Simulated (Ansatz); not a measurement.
Results of the Gaussian-basis code of Ansatz.

A structure relaxed at PBE0-D4/def2-TZVP, charge 0, multiplicity 2:

```csv
atom,x (Å),y (Å),z (Å)
C1,0.949,0.835,-0.092
O2,-0.287,0.183,0.134
B3,-0.478,-1.123,-0.126
O4,-1.645,-1.757,0.084
H5,1.691,0.147,-0.504
H6,1.315,1.238,0.854
H7,0.791,1.658,-0.791
H8,-2.335,-1.181,0.441
```

(1) Give its formula and SMILES.

(2) Point group (tolerance 0.08 Å, 0.16 Å for H)?

(3) Summarise the bond lengths by kind.

Results:

(1) CH4BO2, `CO[B]O`.

(2) Cs.

(3) 1 × C–O 1.416 Å; 3 × C–H 1.091 to 1.092 Å; 2 × B–O 1.345 Å; 1 × H–O 0.967 Å.
